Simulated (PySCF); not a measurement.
Radial density of Li⁺ (lithium, charge +1)

UHF, 1s2, closed-shell 1S. All numbers are calculated (PySCF 2.14, the spin-free X2C one-electron Hamiltonian (Gaussian nucleus), in Sapporo-DZP-2012 (5s2p, 11 functions)).

```
r (bohr)  4πr²ρ (e/bohr)
  0.0108         0.01831
  0.0181         0.05042
  0.0305          0.1336
  0.0513          0.3319
  0.0862          0.7665
   0.145           1.536
   0.244           2.474
   0.410           2.774
   0.690           1.762
    1.16          0.4503
    1.95         0.02666
    3.28       7.728e-05
```

Densities and radii are taken from the X2C orbitals without a picture-change correction, which distorts them close to the nucleus.
